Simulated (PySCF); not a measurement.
C6H7F, SMILES C=C1C=C(F)CC1.

Geometry optimised at PBE0-D3(BJ)/def2-SVP. The structure was generated by enumeration, and PubChem lists no compound with its InChIKey, so it may never have been made. One conformer was computed; it need not be the lowest.

Two levels are set side by side: PBE/def2-TZVP (PySCF) and HF/def2-TZVP (PySCF). Same geometry, gas phase. Differences are taken from unrounded values.

| quantity | HF | PBE | PBE minus HF |
|---|---|---|---|
| orbital gap (eV) | 11.77 | 3.87 | -7.90 |
| highest occupied level (eV) | -8.36 | -5.20 | 3.17 |
| lowest empty level (eV) | 3.41 | -1.32 | -4.73 |
| dipole moment (D) | 1.31 | 1.08 | -0.23 |
| mean polarisability (bohr³) | 70.0 | 73.9 | 3.8 |

PBE's occupied levels lie high since its potential decays too fast outside the molecule; exact exchange lowers them and widens the gap. PBE's more diffuse valence density responds more strongly to a field. Differences between two approximate levels are no errors against the true value.

Rough cost on one machine, each run with all the roots and properties that it gave: HF against PBE about 1/3.
